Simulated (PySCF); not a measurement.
## Field gradients at the hydrogen positions

C₄H₁₁ClOSi₂.
Atom-mapped SMILES: `[CH2:1]=[C:2]([Cl:3])[CH2:4][CH2:5][SiH2:6][SiH2:7][OH:8]` (hydrogens: H9, H10 on C1; H11, H12 on C4; H13, H14 on C5; H15, H16 on Si6; H17, H18 on Si7; H19 on O8)

Structure used (GFN2-xTB), in Å, numbered top down from 1:
```
atom  x, y, z in Å
C1    -1.430    1.820   -0.472
C2    -1.890    0.586   -0.569
Cl3   -3.490    0.206   -0.005
C4    -1.138   -0.586   -1.110
C5    -0.686   -1.527    0.011
Si6    0.574   -0.726    1.204
Si7    2.448    0.018    0.089
O8     1.924    1.302   -0.780
H9    -2.014    2.622   -0.057
H10   -0.435    2.052   -0.805
H11   -0.267   -0.217   -1.655
H12   -1.779   -1.129   -1.811
H13   -0.241   -2.415   -0.444
H14   -1.563   -1.869    0.562
H15    0.955   -1.785    2.154
H16   -0.116    0.297    2.001
H17    3.063   -0.933   -0.852
H18    3.551    0.465    0.950
H19    2.525    1.829   -1.301
```

Level: PBE0/pcSseg-1 (PySCF, non-relativistic); Q(2H) = 0.00286 b; rigid geometry, the same for H and D, with no vibrational averaging.

Question: Rank these positions by the coupling χzz of a deuteron there, largest first.
A. H11 (methylene hydrogen)
B. H14 (methylene hydrogen)
C. H9 (vinylic hydrogen)
D. H19 (hydroxyl hydrogen)
E. H10 (vinylic hydrogen)
F. H18 (Si–H hydrogen)

Answer: D (344 kHz), C (227 kHz), E (221 kHz), B (207 kHz), A (200 kHz), F (105 kHz).

Give the electric field gradient Vzz (the principal value of largest size), its asymmetry and the 2H coupling at each hydrogen.

| atom | bonded to | bond length (Å) | Vzz (au) | η | χzz (kHz) |
| --- | --- | --- | --- | --- | --- |
| H9 | C1 | 1.075 | 0.3384 | 0.05 | 227 |
| H10 | C1 | 1.075 | 0.3290 | 0.06 | 221 |
| H11 | C4 | 1.091 | 0.2983 | 0.02 | 200 |
| H12 | C4 | 1.094 | 0.2975 | 0.03 | 200 |
| H13 | C5 | 1.092 | 0.3104 | 0.02 | 209 |
| H14 | C5 | 1.091 | 0.3084 | 0.03 | 207 |
| H15 | Si6 | 1.473 | 0.1584 | 0.01 | 106 |
| H16 | Si6 | 1.469 | 0.1610 | 0.02 | 108 |
| H17 | Si7 | 1.473 | 0.1542 | 0.04 | 104 |
| H18 | Si7 | 1.470 | 0.1563 | 0.04 | 105 |
| H19 | O8 | 0.954 | 0.5125 | 0.06 | 344 |

Average by the element that carries the hydrogen.

on C: 211 kHz over 6 positions, mean bond length 1.087 Å; on Si: 106 kHz over 4 positions, mean bond length 1.471 Å; on O: 344 kHz over 1 position, mean bond length 0.954 Å.

Isolated species at its GFN2-xTB geometry (one conformer only). GFN2-xTB bond lengths can be off by several hundredths of an ångström, more for odd bonds, and the gradients follow them. These gradients aren't converged with respect to the basis.

These values come from a run that also computed NMR shieldings. Time: 69 s of wall time; peak memory 1.1 GiB. Hardware: Arm Neoverse N1, one thread, shared host with 64 logical CPUs at a one-minute load of 55.
